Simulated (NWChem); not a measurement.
System: WSCl₃, doublet; SMILES [S]=[W]([Cl])([Cl])[Cl]

Excerpt of the output:

```
             Northwest Computational Chemistry Package (NWChem) 7.3.0
             --------------------------------------------------------

 C1  symmetry detected

                             Geometry "geometry" -> ""
                             -------------------------

 Output coordinates in angstroms (scale by  1.889725989 to convert to a.u.)

  No.       Tag          Charge          X              Y              Z
 ---- ---------------- ---------- -------------- -------------- --------------
    1 W                   74.0000     0.05737964    -0.06848329    -0.00019794
    2 S                   16.0000     2.14147810     0.23749505    -0.00709879
    3 Cl                  17.0000    -0.63984726    -2.21950651     0.00227309
    4 Cl                  17.0000    -0.80696009     1.14718027     1.71361984
    5 Cl                  17.0000    -0.81847165     1.14690524    -1.70835009

 Effective nuclear repulsion energy (a.u.)    1423.7126843820

                                 NWChem DFT Module
                                 -----------------

 Summary of "ao basis" -> "ao basis" (spherical)
 ------------------------------------------------------------------------------
       Tag                 Description            Shells   Functions and Types
 ---------------- ------------------------------  ------  ---------------------
 W                          def2-svp                12       32   6s3p2d1f
 S                          def2-svp                 8       18   4s3p1d
 Cl                         def2-svp                 8       18   4s3p1d

            General Information
            -------------------
          SCF calculation type: DFT
          Wavefunction type:  spin polarized.
          No. of atoms     :     5
          No. of electrons :    81
           Alpha electrons :    41
            Beta electrons :    40
          Charge           :     0
          Spin multiplicity:     2
          Use of symmetry is: off; symmetry adaption is: off
          Maximum number of iterations: 150
          AO basis - number of functions:   104
                     number of shells:    44
          Convergence on energy requested:  1.00D-06
          Convergence on density requested:  1.00D-05
          Convergence on gradient requested:  5.00D-04

              XC Information
              --------------
                         MN15 Method XC Functional
                     Hartree-Fock (Exact) Exchange  0.440
                          MN15 Exchange Functional  1.000
                        MN15 Correlation Potential  1.000

             Grid Information
             ----------------
          Grid used for XC integration:  medium
          Radial quadrature: Mura-Knowles
          Angular quadrature: Lebedev.
          Tag              B.-S. Rad. Rad. Pts. Rad. Cut. Ang. Pts.
          ---              ---------- --------- --------- ---------
          W                   1.35      123           8.0       590
          S                   1.00       88          10.0       590
          Cl                  1.00       88          10.0       590
          Grid pruning is: on
          Number of quadrature shells:   475
          Spatial weights used:  Erf1

      Superposition of Atomic Density Guess
      -------------------------------------

 Sum of atomic energies:       -1848.49449254

      Non-variational initial energy
      ------------------------------

 Total energy =   -1841.967690
 1-e energy   =   -3501.627484
 2-e energy   =    1190.958242
 HOMO         =      -0.049363
 LUMO         =      -0.039491

     ---------------------------------------------
      Total Density - Mulliken Population Analysis
     ---------------------------------------------

    Atom       Charge   Shell Charges
 -----------   ------   -------------------------------------------------------
    1 W   14    11.82   0.04 -0.35  1.79  0.53  0.48  0.09  5.47  0.61  0.17  2.30  0.62  0.08
    2 S   16    16.79   2.00  1.99  1.24  0.68  5.94  1.93  2.97  0.03
    3 Cl  17    17.43   2.00  1.99  1.23  0.73  5.94  2.17  3.37  0.01
    4 Cl  17    17.48   2.00  1.99  1.23  0.73  5.94  2.18  3.39  0.02
    5 Cl  17    17.48   2.00  1.99  1.23  0.73  5.94  2.18  3.39  0.02

     --------------------------------------------
      Spin Density - Mulliken Population Analysis
     --------------------------------------------

    Atom       Charge   Shell Charges
 -----------   ------   -------------------------------------------------------
    1 W   14     0.84   0.00 -0.00  0.00 -0.00  0.00  0.03  0.00 -0.00  0.00  0.69  0.12  0.00
    2 S   16     0.03   0.00  0.00  0.00  0.00  0.00  0.01  0.02  0.00
    3 Cl  17     0.02   0.00  0.00  0.00  0.00  0.00  0.00  0.01  0.00
    4 Cl  17     0.06   0.00  0.00  0.00 -0.00  0.00  0.02  0.03  0.01
    5 Cl  17     0.06   0.00  0.00  0.00 -0.00  0.00  0.02  0.03  0.01

   convergence    iter        energy       DeltaE   RMS-Dens  Diis-err
 ---------------- ----- ----------------- --------- --------- ---------
 d= 0,ls=0.0,diis     1  -1844.5555020147 -2.31D+03  2.19D-02  8.13D-01
                                                     2.12D-02  7.66D-01
 d= 0,ls=0.0,diis     2  -1840.9143585778  3.64D+00  1.71D-02  7.25D+00
                                                     1.72D-02  7.72D+00
 d= 0,ls=0.0,diis     3  -1844.8863735622 -3.97D+00  3.54D-03  3.89D-02
                                                     3.34D-03  3.68D-02
 d= 0,ls=0.0,diis     4  -1844.8821169259  4.26D-03  1.90D-03  4.73D-02
                                                     1.82D-03  4.65D-02
 d= 0,ls=0.0,diis     5  -1844.9113703461 -2.93D-02  2.24D-04  3.78D-04
                                                     1.94D-04  4.67D-04
  Resetting Diis
 d= 0,ls=0.0,diis     6  -1844.9116005364 -2.30D-04  1.27D-04  4.95D-05
                                                     8.71D-05  6.76D-05
 d= 0,ls=0.0,diis     7  -1844.9116565695 -5.60D-05  1.07D-04  1.03D-05
                                                     7.55D-05  1.09D-05
 d= 0,ls=0.0,diis     8  -1844.9116693236 -1.28D-05  5.56D-05  2.27D-05
                                                     3.16D-05  1.50D-05
 d= 0,ls=0.0,diis     9  -1844.9116811603 -1.18D-05  3.14D-05  2.84D-06
                                                     2.53D-05  5.71D-06
 d= 0,ls=0.0,diis    10  -1844.9116860079 -4.85D-06  1.22D-04  2.10D-06
                                                     4.03D-05  5.38D-07
 d= 0,ls=0.0,diis    11  -1844.9116936790 -7.67D-06  2.71D-05  1.45D-07
                                                     9.55D-06  9.74D-08
 d= 0,ls=0.0,diis    12  -1844.9116942124 -5.33D-07  1.15D-05  2.66D-08
                                                     6.69D-06  5.70D-08
 d= 0,ls=0.0,diis    13  -1844.9116943454 -1.33D-07  7.80D-06  2.39D-08
                                                     3.35D-06  1.17D-08

         Total DFT energy =    -1844.911694345441
      One electron energy =    -3503.393131540351
           Coulomb energy =     1307.238631539728
    Exchange-Corr. energy =     -117.458746418508
 Nuclear repulsion energy =      468.701552073689

 Numeric. integr. density =       81.000000022122

                    DFT Final Alpha Molecular Orbital Analysis
                    ------------------------------------------

 Vector   39  Occ=1.000000D+00  E=-3.488389D-01
              MO Center=  9.6D-01,  3.8D-03, -3.6D-03, r^2= 4.5D+00
   Bfn.  Coefficient  Atom+Function         Bfn.  Coefficient  Atom+Function
  ----- ------------  ---------------      ----- ------------  ---------------
    44      0.428465  2 S  py                41      0.360363  2 S  py
    16      0.256746  1 W  d -2              61      0.207177  3 Cl px
    38      0.199101  2 S  py                62     -0.180912  3 Cl py
    79     -0.163569  4 Cl px                97     -0.163058  5 Cl px
    58      0.161471  3 Cl px                76     -0.131139  4 Cl px

 Vector   40  Occ=1.000000D+00  E=-3.439242D-01
              MO Center=  7.7D-01,  5.5D-01, -2.1D-03, r^2= 4.5D+00
   Bfn.  Coefficient  Atom+Function         Bfn.  Coefficient  Atom+Function
  ----- ------------  ---------------      ----- ------------  ---------------
    45      0.416648  2 S  pz                42      0.344934  2 S  pz
    19     -0.241598  1 W  d  1              79     -0.236077  4 Cl px
    97      0.234867  5 Cl px                39      0.191147  2 S  pz
    76     -0.191956  4 Cl px                94      0.191106  5 Cl px
    99     -0.154241  5 Cl pz                81     -0.152732  4 Cl pz

 Vector   41  Occ=1.000000D+00  E=-2.568676D-01
              MO Center= -8.6D-02,  2.4D-01,  3.3D-04, r^2= 3.2D+00
   Bfn.  Coefficient  Atom+Function         Bfn.  Coefficient  Atom+Function
  ----- ------------  ---------------      ----- ------------  ---------------
    18      0.661674  1 W  d  0              16      0.355873  1 W  d -2
    80      0.256315  4 Cl py                98      0.256297  5 Cl py
    20      0.212185  1 W  d  2              44     -0.187734  2 S  py
    23      0.178986  1 W  d  0              77      0.164097  4 Cl py
    95      0.164082  5 Cl py                61      0.153146  3 Cl px

[...]

                         DFT ENERGY GRADIENTS

    atom               coordinates                        gradient
                 x          y          z           x          y          z
   1 W       0.108432  -0.129415  -0.000374   -0.006783   0.001871   0.000021
   2 S       4.046807   0.448801  -0.013415    0.009643   0.001901  -0.000031
   3 Cl     -1.209136  -4.194259   0.004296   -0.002050  -0.004995   0.000007
   4 Cl     -1.524933   2.167856   3.238272   -0.000394   0.000612   0.003092
   5 Cl     -1.546687   2.167337  -3.228314   -0.000416   0.000610  -0.003088
```

Level: MN15/def2-SVP with def2 effective core potentials on W, spin-unrestricted. Coordinates come from a PBE0/def2-SVP, spin-unrestricted optimisation. No frequency run checked for a minimum. The spin multiplicity was typed, not searched, and may not be the lowest. No stability test was run on the SCF state. def2 effective core potentials on W; no spin-orbit coupling.

Q: Which NWChem input produces such a log?

A: Several could match; the one computed here: the input that was run:
```
start job
memory heap 200 mb stack 900 mb global 1100 mb
geometry units angstroms noautoz
  W      0.054138    -0.030658    -0.000085
  S      2.077209     0.556122    -0.003203
  Cl    -0.343847    -2.256559     0.002153
  Cl    -0.970936     1.056470     1.711484
  Cl    -0.975664     1.053802    -1.710501
end
basis spherical
  * library def2-svp
end
ecp
  W library def2-ecp
end
dft
  odft
  mult 2
  xc mn15
  iterations 150
  mulliken
end
task dft gradient
```
